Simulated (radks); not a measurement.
Removal energies from the tin ion Sn5+, [Kr] 4d(3/2: 4, 5/2: 5), by Delta-SCF beside the eigenvalue of the level emptied. All-electron calculation, Dirac Kohn-Sham, relativistic LDA (MacDonald-Vosko exchange, VWN5 correlation), spin-unpolarised, spherical densities, finite nucleus; Fermi nuclear charge, rms radius of each element as measured or else 0.836 A^(1/3) + 0.57 fm. Program: a radial shooting solver on a logarithmic mesh with Libxc functionals. Sub-shells are occupied by j as written (lower j first in brackets).

removed from                                  final configuration  Delta-SCF (eV)  -eigenvalue (eV)
4d5/2                                     [Kr] 4d(3/2: 4, 5/2: 4)          96.134            86.289
4d3/2                                     [Kr] 4d(3/2: 3, 5/2: 5)          97.359            87.443
4p3/2         [Ar] 3d10 4s2 4p(1/2: 2, 3/2: 3) 4d(3/2: 4, 5/2: 5)          160.26            149.31
4p1/2         [Ar] 3d10 4s2 4p(1/2: 1, 3/2: 4) 4d(3/2: 4, 5/2: 5)          168.26            157.09
